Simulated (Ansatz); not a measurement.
**A ladder of methods for SnH3F (SMILES [F][SnH3])**

The species is SnH3F (5 atoms), meant as a singlet with charge 0. SMILES: `[F][SnH3]`. The coordinates come from a PBE0-D4/def2-TZVP relaxation.

```csv
atom,x (Å),y (Å),z (Å)
F,-1.2850,0.7183,1.0050
Sn,0.1004,-0.0659,-0.0790
H,-0.5284,-0.0548,-1.6591
H,0.3189,-1.6265,0.5606
H,1.4441,0.9552,0.1310
```

Each level gives the energy change with the Sn2–H4 bond stretched from 1.701 to 2.126 Å (eV). The values are calculated.

| level | kind | program | value (eV) | less FCI/STO-3G |
| --- | --- | --- | --- | --- |
| revPBE/STO-3G (restricted) | GGA | Ansatz | 1.05 | -0.09 |
| r2SCAN/STO-3G (restricted) | meta-GGA | Ansatz | 1.20 | +0.06 |
| r2SCAN0/STO-3G (restricted) | hybrid meta-GGA | Ansatz | 1.31 | +0.17 |
| HSE06/STO-3G (restricted) | range-separated hybrid | Ansatz | 1.24 | +0.10 |
| B2PLYP/STO-3G (restricted) | double hybrid | Ansatz | 1.29 | +0.15 |
| RPA@PBE/STO-3G (restricted) | RPA | Ansatz | 1.09 | -0.05 |
| MP2/STO-3G (restricted) | perturbation theory | Ansatz | 1.34 | +0.20 |
| CCSD(T)/STO-3G (restricted) | coupled cluster or CI | Ansatz | 1.15 | +0.01 |
| FCI/STO-3G | exact in the basis | Ansatz | 1.14 | 0.00 |

FCI/STO-3G is exact within its basis and frozen core, so for wave-function methods in that basis the difference is their error; functionals converge differently with the basis, so for them it is only a difference. All-electron rows without a relativistic Hamiltonian named are non-relativistic. The first shape isn't each level's own minimum. The values span 1.05 to 1.34 eV. All rows use very small basis sets, so none should be taken for the real molecule's value. In the correlated wave-function rows the outer d shell of Sn is correlated, in sets not made for it.
